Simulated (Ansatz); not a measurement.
Start from `CO[SiH2]F` and change one atom or group to get `CO[SiH2]C`.

Ansatz, PBE0-D4/def2-TZVP geometries, multiplicity 1. Each molecule was computed in one conformer, which needn't be the lowest.

| property | `CO[SiH2]F` |
| --- | --- |
| ideal-gas entropy at 298 K and 1 bar (rigid rotor, harmonic PBE0-D4/def2-TZVP) / J/(mol·K) | 319 |
| size of the dipole moment (PBE/def2-TZVPP) / D | 1.53 |
| LUMO energy (ωB97M-V/def2-TZVPP) / eV | 2.43 |
| zero-point energy (PBE0-D4/def2-TZVP) / kJ/mol | 164.9 |
| HOMO–LUMO gap (B3LYP/def2-TZVPP) / eV | 9.10 |
| HOMO energy (ωB97M-V/def2-TZVPP) / eV | -11.19 |

**Question.** What does the change do to each property? (Best estimate.)

**Answer.** The calculation gave: 
| property | `CO[SiH2]C` | shift |
| --- | --- | --- |
| ideal-gas entropy at 298 K and 1 bar (rigid rotor, harmonic PBE0-D4/def2-TZVP) / J/(mol·K) | 336 | 17 |
| size of the dipole moment (PBE/def2-TZVPP) / D | 1.41 | -0.12 |
| LUMO energy (ωB97M-V/def2-TZVPP) / eV | 2.46 | 0.03 |
| zero-point energy (PBE0-D4/def2-TZVP) / kJ/mol | 252.1 | 87.2 |
| HOMO–LUMO gap (B3LYP/def2-TZVPP) / eV | 8.36 | -0.74 |
| HOMO energy (ωB97M-V/def2-TZVPP) / eV | -10.31 | 0.88 |

With PBE0 the HOMO rises by 0.84 eV and the LUMO rises by 0.06 eV, so the gap narrows by about 0.78 eV. PBE moves the HOMO by 0.77 eV and ωB97M-V by 0.88 eV. The zero-point energy changes by 87.2 kJ/mol with +9 modes. Dipoles are sizes alone; their direction can turn.

B3LYP here is the variant with VWN-RPA as its local correlation; programs differ in this.
